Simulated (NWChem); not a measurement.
Program: NWChem. System: C4H3S, charge 1, spin multiplicity 3, at the geometry of a parent with another charge or spin, in a state set for the comparison that need not be this species' ground state. Its SCF solution wasn't tested for a lower state. Level: UMP2/def2-TZVP, 9 core orbitals frozen.

Part of the output:

```
             Northwest Computational Chemistry Package (NWChem) 7.3.0
             --------------------------------------------------------

                                NWChem Input Module
                                -------------------

 Scaling coordinates for geometry "geometry" by  1.889725989
 (inverse scale =  0.529177249)

 Turning off AUTOSYM since
 SYMMETRY directive was detected!

                             Geometry "geometry" -> ""
                             -------------------------

 Output coordinates in angstroms (scale by  1.889725989 to convert to a.u.)

  No.       Tag          Charge          X              Y              Z
 ---- ---------------- ---------- -------------- -------------- --------------
    1 C                    6.0000     1.40412200     0.42954000     0.00000000
    2 C                    6.0000     0.32950500     1.25100600     0.00000000
    3 S                   16.0000    -1.10342700     0.27256300     0.00000000
    4 C                    6.0000    -0.19530700    -1.18783400     0.00000000
    5 C                    6.0000     1.15967200    -0.96051000     0.00000000
    6 H                    1.0000     0.26354300     2.33789500     0.00000000
    7 H                    1.0000    -0.71352000    -2.14712600     0.00000000
    8 H                    1.0000     1.91685000    -1.74498200     0.00000000

 Effective nuclear repulsion energy (a.u.)     192.9899556740

            Nuclear Dipole moment (a.u.)
            ----------------------------
        X                 Y               Z
 ---------------- ---------------- ----------------
    -0.0000132281     0.0000132281     0.0000000000

      Symmetry information
      --------------------

 Group name             Cs
 Group number              2
 Group order               2
 No. of unique centers     8

      Symmetry unique atoms

     1    2    3    4    5    6    7    8


 Summary of "ao basis" -> "" (spherical)
 ------------------------------------------------------------------------------
       Tag                 Description            Shells   Functions and Types
 ---------------- ------------------------------  ------  ---------------------
 *                         def2-tzvp                  on all atoms

 Summary of "ao basis" -> "ao basis" (spherical)
 ------------------------------------------------------------------------------
       Tag                 Description            Shells   Functions and Types
 ---------------- ------------------------------  ------  ---------------------
 C                         def2-tzvp                11       31   5s3p2d1f
 S                         def2-tzvp                13       37   5s5p2d1f
 H                         def2-tzvp                 4        6   3s1p

                                 NWChem SCF Module
                                 -----------------

  ao basis        = "ao basis"
  functions       =   179
  atoms           =     8
  alpha electrons =    22
  beta  electrons =    20
  charge          =   1.00
  wavefunction    = UHF
  use symmetry    = T
  symmetry adapt  = T

 Summary of "ao basis" -> "ao basis" (spherical)
 ------------------------------------------------------------------------------
       Tag                 Description            Shells   Functions and Types
 ---------------- ------------------------------  ------  ---------------------
 C                         def2-tzvp                11       31   5s3p2d1f
 S                         def2-tzvp                13       37   5s5p2d1f
 H                         def2-tzvp                 4        6   3s1p

      Symmetry analysis of basis
      --------------------------

        a'        124
        a"         55

 Forming initial guess at       0.1s

   Symmetry analysis of molecular orbitals - initial alpha
   -------------------------------------------------------

  Numbering of irreducible representations:

     1 a'          2 a"

  Orbital symmetries:

     1 a'          2 a'          3 a'          4 a'          5 a'
     6 a'          7 a'          8 a'          9 a"         10 a'
    11 a'         12 a'         13 a'         14 a'         15 a'
    16 a'         17 a"         18 a'         19 a'         20 a"
[...]
    4 C    6     3.37   0.43  0.56  0.27  0.35  0.02  0.71  0.82  0.16  0.01  0.04  0.00
    5 C    6     2.86   0.43  0.56  0.24  0.27  0.06  0.56  0.57  0.11  0.01  0.05  0.01
    6 H    1     0.36   0.12  0.21  0.01  0.01
    7 H    1     0.36   0.12  0.21  0.01  0.01
    8 H    1     0.40   0.13  0.24  0.02  0.01

   Mulliken analysis of the beta density
   -------------------------------------

    Atom       Charge   Shell Charges
 -----------   ------   -------------------------------------------------------
    1 C    6     2.23   0.43  0.56  0.22  0.24  0.02  0.33  0.33  0.04  0.01  0.04  0.00
    2 C    6     2.76   0.43  0.56  0.25  0.33  0.03  0.50  0.54  0.08  0.01  0.04  0.00
    3 S   16     7.87   1.00  0.24  0.74  0.54  0.36  2.09  0.85  0.44  1.14  0.38  0.03  0.05  0.01
    4 C    6     2.67   0.43  0.56  0.24  0.31  0.01  0.48  0.51  0.07  0.01  0.04  0.00
    5 C    6     3.31   0.43  0.56  0.25  0.31  0.06  0.69  0.78  0.20  0.01  0.03  0.00
    6 H    1     0.38   0.13  0.23  0.02  0.01
    7 H    1     0.40   0.13  0.24  0.02  0.01
    8 H    1     0.37   0.12  0.22  0.02  0.01

   Mulliken analysis of the spin density
   -------------------------------------

    Atom       Charge   Shell Charges
 -----------   ------   -------------------------------------------------------
    1 C    6     1.37   0.00 -0.01  0.09  0.11  0.03  0.49  0.55  0.10 -0.00  0.00 -0.00
    2 C    6     0.48   0.00 -0.00  0.01  0.00  0.00  0.16  0.22  0.04  0.00  0.02  0.00
    3 S   16    -0.07  -0.00 -0.00  0.00 -0.01 -0.01 -0.00  0.00 -0.01 -0.05 -0.02  0.00  0.02  0.00
    4 C    6     0.70   0.00 -0.00  0.03  0.04  0.01  0.23  0.31  0.09 -0.00 -0.00 -0.00
    5 C    6    -0.45  -0.00  0.00 -0.01 -0.04 -0.00 -0.13 -0.20 -0.09  0.00  0.02  0.00
    6 H    1    -0.02  -0.00 -0.01 -0.01  0.00
    7 H    1    -0.04  -0.01 -0.02 -0.01  0.00
    8 H    1     0.03   0.01  0.02  0.01 -0.00

       Multipole analysis of the density wrt the origin
       ------------------------------------------------

     L   x y z        total         alpha         beta         nuclear
     -   - - -        -----         -----         ----         -------
     0   0 0 0      1.000000    -22.000000    -20.000000     43.000000

     1   1 0 0      0.389507     -1.581560      1.971080     -0.000013
     1   0 1 0      0.093588     -0.773851      0.867425      0.000013
     1   0 0 1      0.000000      0.000000      0.000000      0.000000

------------------------------------------------------------
EAF file 0: "./mol.aoints.0" size=524288 bytes
------------------------------------------------------------
               write      read    awrite     aread      wait
               -----      ----    ------     -----      ----
     calls:        1        47         0         0         0
   data(b): 5.24e+05  2.46e+07  0.00e+00  0.00e+00
   time(s): 0.00e+00  0.00e+00  0.00e+00  0.00e+00  0.00e+00
rate(mb/s): 0.00e+00  0.00e+00
------------------------------------------------------------

     2   2 0 0    -20.474617    -96.463528    -82.967712    158.956624
     2   1 1 0      0.421058      5.952576     13.066725    -18.598243
     2   1 0 1      0.000000      0.000000      0.000000      0.000000
     2   0 2 0    -14.148028    -79.838447    -72.894777    138.585196
     2   0 1 1      0.000000      0.000000     -0.000000      0.000000
     2   0 0 2    -26.110482    -14.370364    -11.740118      0.000000

                   NWChem MP2 Semi-direct Energy/Gradient Module
                   ---------------------------------------------

  Basis functions       =    179
  Molecular orbitals    =    179
  Frozen core           =      9
  Frozen virtuals       =      0
  Active alpha occupied =     13
  Active beta occupied  =     11
  Active alpha virtual  =    157
  Active beta virtual   =    159
  Use MO symmetry       = T
  Use skeleton AO sym   = T

  AO/Fock/Back tols     =   1.0D-09  1.0D-09  1.0D-09

 GA uses MA = F    GA memory limited = T

 Available:
  local mem=  1.26D+08
 global mem=  1.44D+08
 local disk=  0.00D+00
  mp2_memr nvloc                   157
  nvloc new                   157
   1 passes of  13:        5242880                     167372                 110543908.
   1 passes of  13: M    126147927           G      144115118           F     120905047.

 Semi-direct pass number   1 of   1  for UHF alpha       at       96.3s
  vrange nnbf                 15922
  mp2_eaftype                   421  avail_ma_in_mb                  1099
 EAF : mp2_eaftype filesize         421   55271954.
  mp2_eaf for mointskh                    421
Node 0 wrote    260.0 Mb in      0.1 s     Agg I/O rate:  3290.4 Mb/s
 Done moints_semi at      109.8s
  mp2_eaftype                   421  avail_ma_in_mb                   678
 EAF : mp2_eaftype filesize         421   55271954.
  mp2_eaf for kh                   421
 Done maket at      110.4s
 Done multipass loop at      110.4s

 GA uses MA = F    GA memory limited = T

 Available:
  local mem=  1.26D+08
 global mem=  1.44D+08
 local disk=  0.00D+00
  mp2_memr nvloc                   159
  nvloc new                   159
   1 passes of  11:        5242880                     152778                  94736546.
   1 passes of  11: M    126147927           G      144115118           F     120905047.

 Semi-direct pass number   1 of   1  for UHF beta        at      110.4s
  vrange nnbf                 15922
  mp2_eaftype                   361  avail_ma_in_mb                  1099
 EAF : mp2_eaftype filesize         361   47368273.
  mp2_eaf for mointskh                    361
Node 0 wrote    222.8 Mb in      0.1 s     Agg I/O rate:  3350.1 Mb/s
 Done moints_semi at      123.4s
  mp2_eaftype                   361  avail_ma_in_mb                   738
 EAF : mp2_eaftype filesize         361   47368273.
  mp2_eaf for kh                   361
 Done maket at      123.9s
 Done multipass loop at      123.9s

          -------------------------------------------
          SCF energy                -550.439482379644
          Correlation energy          -0.696206373361
          Singlet pairs                0.000000000000
          Triplet pairs                0.000000000000
          Total MP2 energy          -551.135688753005
          -------------------------------------------

          ---------------------------------------------------
                    Spin Component Scaled (SCS) MP2
          Same spin pairs                     -0.179840008656
          Same spin scaling factor             0.333333333333
          Opposite spin pairs                 -0.516366364706
          Opposite spin scaling fact.          1.200000000000
          SCS-MP2 correlation energy          -0.679586307199
          Total SCS-MP2 energy              -551.119068686842
          ---------------------------------------------------

 -----------------------
 Performance information
 -----------------------

 Timer overhead =  1.29D-07 seconds/call

               Nr. of calls         CPU time (s)                 Wall time (s)                GFlops
             ---------------    -------------------     ------------------------------   -------------------
Name         Min   Avg   Max    Min     Avg     Max     Min     Avg     Max   Mx/calls   Min     Max     Sum
mp2: moin     2     2     2    26.     26.     26.      26.     26.     26.     13.      0.0     0.0     0.0
mp2: make     2     2     2    1.1     1.1     1.1      1.1     1.1     1.1    0.56      0.0     0.0     0.0
mp2: tota     1     1     1    28.     28.     28.      28.     28.     28.     28.      0.0     0.0     0.0

 The average no. of pstat calls per process was 5.00D+00
 with a timing overhead of 6.43D-07s

 Task  times  cpu:      123.9s     wall:      123.9s

 Total times  cpu:      123.9s     wall:      123.9s
```

### Question
Write an NWChem input that would produce this output.

### Answer
Several could match; the one computed here: 
```
start mol
memory heap 200 mb stack 900 mb global 1100 mb
charge 1
geometry units angstroms nocenter noautoz
  C      1.404122     0.429540     0.000000
  C      0.329505     1.251006     0.000000
  S     -1.103427     0.272563     0.000000
  C     -0.195307    -1.187834     0.000000
  C      1.159672    -0.960510     0.000000
  H      0.263543     2.337895     0.000000
  H     -0.713520    -2.147126     0.000000
  H      1.916850    -1.744982     0.000000
  symmetry group Cs
end
basis spherical
  * library def2-tzvp
end
scf
  uhf
  nopen 2
  maxiter 100
  thresh 1e-7
  semidirect memsize 60000000 filesize 0
  # guess.movecs holds the orbitals of an unrestricted PBE0 run
  vectors input guess.movecs output mol.movecs
end
mp2
  freeze core 9
end
task mp2 energy
```
